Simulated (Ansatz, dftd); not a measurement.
System: CF, charge 0, doublet. CF (SMILES [C]F, doublet).
B3LYP-D3(BJ)/def2-TZVP minimum from Ansatz (a quantum-chemistry and plane-wave program):
```
C
F 1 1.2755
```
Charge 0, spin multiplicity 2.

Wanted: atomisation energy (electronic, to ground-state atoms), in kcal/mol. UHF or UKS for unpaired electrons; spin-orbit terms are left out. Correlated methods leave the cores frozen. Rows without X2C or -DK are non-relativistic. CBS(X,Y): correlation extrapolated as X^-3, Hartree-Fock from the larger set (Q,5: extrapolated as (X+1)exp(-9√X)). A bracket is a step between two methods taken in the basis named. Functionals run without relativity, which enters their misses. 'core' is core correlation in cc-pwCVTZ, 'X2C' scalar relativity in cc-pVTZ-DK, both at CCSD(T).

```json
[
 {"level": "HF/cc-pVQZ", "program": "Ansatz", "atomisation energy (kcal/mol)": "80.6", "difference against the last row": "-52.0"},
 {"level": "HF/cc-pV5Z", "program": "Ansatz", "atomisation energy (kcal/mol)": "80.7", "difference against the last row": "-51.9"},
 {"level": "HF/CBS(cc-pVQZ,cc-pV5Z)", "program": "Ansatz", "atomisation energy (kcal/mol)": "80.8", "difference against the last row": "-51.8"},
 {"level": "r2SCAN-D3(BJ)/def2-TZVPD", "program": "Ansatz + dftd3", "atomisation energy (kcal/mol)": "134.5", "difference against the last row": "1.9"},
 {"level": "r2SCAN-D4/def2-TZVPD", "program": "Ansatz + dftd4", "atomisation energy (kcal/mol)": "134.5", "difference against the last row": "1.9"},
 {"level": "wB97X-V/def2-TZVPD", "program": "Ansatz", "atomisation energy (kcal/mol)": "134.6", "difference against the last row": "2.0"},
 {"level": "wB97M-V/def2-TZVPD", "program": "Ansatz", "atomisation energy (kcal/mol)": "134.4", "difference against the last row": "1.8"},
 {"level": "CCSD/cc-pVDZ", "program": "Ansatz", "atomisation energy (kcal/mol)": "114.1", "difference against the last row": "-18.5"},
 {"level": "CCSD/cc-pVQZ", "program": "Ansatz", "atomisation energy (kcal/mol)": "125.5", "difference against the last row": "-7.1"},
 {"level": "CCSD(T)/cc-pVTZ", "program": "Ansatz", "atomisation energy (kcal/mol)": "127.7", "difference against the last row": "-4.9"},
 {"level": "CCSD(T)/CBS(cc-pVTZ,cc-pVQZ)", "program": "Ansatz", "atomisation energy (kcal/mol)": "131.9", "difference against the last row": "-0.7"},
 {"level": "CCSDT(Q)/cc-pVDZ", "program": "Ansatz", "atomisation energy (kcal/mol)": "117.9", "difference against the last row": "-14.7"},
 {"level": "CCSDTQ/cc-pVDZ", "program": "Ansatz", "atomisation energy (kcal/mol)": "117.8", "difference against the last row": "-14.8"},
 {"level": "CCSD(T)/CBS(cc-pVQZ,cc-pV5Z) + [CCSDT(Q) - CCSD(T)]/cc-pVTZ + core + X2C", "program": "Ansatz", "atomisation energy (kcal/mol)": "132.7", "difference against the last row": "0.1"},
 {"level": "CCSD(T)/CBS(cc-pVQZ,cc-pV5Z) + [CCSDT(Q) - CCSD(T)]/cc-pVQZ + [CCSDTQ - CCSDT(Q)]/cc-pVDZ + core + X2C", "program": "Ansatz", "atomisation energy (kcal/mol)": "132.6", "difference against the last row": "0.0"}
]
```
